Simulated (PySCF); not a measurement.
## Simulated absorption spectrum

Species: (HGaNH)3 ring, Ga3H6N3.
Cartesian coordinates in Å at the PBE0-D3(BJ)/def2-SVP level; atoms count from 1:
```
atom  x, y, z in Å
Ga1   -0.3622   -1.6470   -0.8554
H2    -0.6705   -3.0029   -1.5628
N3     1.3402   -1.0601   -0.5117
Ga4    1.7982    0.5060    0.3227
H5     3.2743    0.9298    0.5968
N6     0.3592    1.5343    0.8049
Ga7   -1.4074    1.1197    0.5439
H8    -2.5761    2.0526    0.9899
N9    -1.6686   -0.4919   -0.2899
H10    2.1006   -1.6704   -0.7964
H11    0.5591    2.4152    1.2694
H12   -2.6312   -0.7680   -0.4605
```

Method: PySCF 2.14.0, density-fitted response routines, TDDFT CAM-B3LYP/def2-SVPD, vertical, gas phase, core orbitals frozen in the response. The CAM-B3LYP/def2-SVPD calculation is non-relativistic and has no spin–orbit coupling, an omission that weighs most on gallium.

Each state is given a Gaussian of 0.25 eV full width at half maximum, with ε(max) = 2.175×10⁸ f / Δν̃ (Δν̃ the width in cm⁻¹). The width is an assumption, not a result. The curve ends short of the highest state used, and states not computed would add to its high-energy end.

```json
{"λ (nm)": "189.9", "ε (L mol⁻¹ cm⁻¹)": "15147"}
{"λ (nm)": "191.9", "ε (L mol⁻¹ cm⁻¹)": "18182"}
{"λ (nm)": "193.9", "ε (L mol⁻¹ cm⁻¹)": "24805"}
{"λ (nm)": "195.9", "ε (L mol⁻¹ cm⁻¹)": "33867"}
{"λ (nm)": "197.8", "ε (L mol⁻¹ cm⁻¹)": "39166"}
{"λ (nm)": "199.8", "ε (L mol⁻¹ cm⁻¹)": "35072"}
{"λ (nm)": "201.8", "ε (L mol⁻¹ cm⁻¹)": "23112"}
{"λ (nm)": "203.7", "ε (L mol⁻¹ cm⁻¹)": "11694"}
{"λ (nm)": "205.7", "ε (L mol⁻¹ cm⁻¹)": "4276"}
{"λ (nm)": "207.7", "ε (L mol⁻¹ cm⁻¹)": "1181"}
{"λ (nm)": "209.7", "ε (L mol⁻¹ cm⁻¹)": "251"}
{"λ (nm)": "211.6", "ε (L mol⁻¹ cm⁻¹)": "46"}
{"λ (nm)": "213.6", "ε (L mol⁻¹ cm⁻¹)": "7"}
{"λ (nm)": "215.6", "ε (L mol⁻¹ cm⁻¹)": "1"}
{"λ (nm)": "217.6", "ε (L mol⁻¹ cm⁻¹)": "0"}
{"λ (nm)": "219.5", "ε (L mol⁻¹ cm⁻¹)": "0"}
{"λ (nm)": "221.5", "ε (L mol⁻¹ cm⁻¹)": "0"}
{"λ (nm)": "223.5", "ε (L mol⁻¹ cm⁻¹)": "0"}
{"λ (nm)": "225.4", "ε (L mol⁻¹ cm⁻¹)": "0"}
{"λ (nm)": "227.4", "ε (L mol⁻¹ cm⁻¹)": "0"}
{"λ (nm)": "229.4", "ε (L mol⁻¹ cm⁻¹)": "0"}
{"λ (nm)": "231.4", "ε (L mol⁻¹ cm⁻¹)": "0"}
{"λ (nm)": "233.3", "ε (L mol⁻¹ cm⁻¹)": "0"}
{"λ (nm)": "235.3", "ε (L mol⁻¹ cm⁻¹)": "0"}
```

Task: Locate the maxima and give the states behind the curve.

Result: 198 nm (6.26 eV), ε about 39000, made up of S4 (47%) and S5 (47%) (ε in L mol⁻¹ cm⁻¹; maxima over ε = 5, shares over 10%). The states used: S1 5.64 eV (f 0.0000); S2 5.90 eV (f 0.0000); S3 5.91 eV (f 0.0000); S4 6.25 eV (f 0.173); S5 6.25 eV (f 0.172); S6 6.45 eV (f 0.106); S7 6.51 eV (f 0.0000); S8 6.67 eV (f 0.126); S9 6.87 eV (f 0.0000); S10 6.87 eV (f 0.0000); S11 6.92 eV (f 0.0000); S12 6.92 eV (f 0.0000); S13 7.12 eV (f 0.0008); S14 7.13 eV (f 0.0008).

Task: What would ε be at 6.26 eV, the highest of these maxima, with half the width (0.125 eV)?

Result: About 72600 L mol⁻¹ cm⁻¹ against 39300, a factor of about 1.9; a lone state at its own centre would give exactly 2.

Task: Coming from long wavelengths, where does ε first pass 100 L mol⁻¹ cm⁻¹?

Result: At about 211 nm (5.88 eV), 0.24 eV above S1.

Task: On this curve, what absorbance would a 10⁻⁴ mol/L sample give at 193 nm over a 1 cm path?

Result: 193 nm is 6.424 eV, where ε is about 21000 L mol⁻¹ cm⁻¹, so A = ε c l ≈ 2.1 (Beer–Lambert, with the gas-phase spectrum and the assumed width).

All these states lie below the vertical ionisation energy of 9.04 eV (ΔSCF).

The run took 11 min (with the writing of density and orbital grids) on AMD EPYC, one thread, no GPU, on a shared host, and the process peaked at 1.4 GiB of memory.

One conformer stands for the species.
